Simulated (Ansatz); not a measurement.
Isolated molecules relaxed with PBE0-D4/def2-TZVP in Ansatz; ΔE leaves out vibrations. CCSD(T)/CBS adds triple-zeta CCSD(T) − MP2 to the extrapolated MP2 energy (def2 sets, frozen cores). Functionals use def2-TZVPP. For Ge outer-core shells are correlated without core-valence functions, which leaves a few kJ/mol of doubt a bond. Scalar relativity is left out up to krypton. Each species was taken in one conformer, which may not be the lowest.

Reaction (ligand exchange at the Si–S bond): `N[SiH2]S[SiH2]N` + `[NH2][GeH2][NH2]` → `N[SiH2][NH][GeH2][NH2]` + `N[SiH2]S`

CCSD(T)/CBS gives +1.1 kcal/mol.

(1) Another level gave -2.6 kcal/mol. Which?
A. ωB97M-V/def2-TZVPP
B. PBE/def2-TZVPP
C. B2PLYP/def2-TZVPP
D. HF/def2-TZVPP

Largest T1 diagnostic among the species: 0.011.

Answers

(1) D. HF/def2-TZVPP -2.6, PBE 3.0, B2PLYP 0.2, ωB97M-V 1.4 kcal/mol.

In def2-TZVPP, CCSD(T) changes the Hartree–Fock value by +3.0 kcal/mol (the triples alone add +0.8 kcal/mol) and MP2 by +4.0 kcal/mol. The D4 term adds +1.6 kcal/mol with B3LYP and +0.8 kcal/mol with PBE0; it sums over pairs of atoms, weighted by their polarisabilities, and B3LYP, whose exchange is more repulsive, gets the larger term.

B3LYP here is the variant with VWN-RPA as its local correlation; programs differ in this.
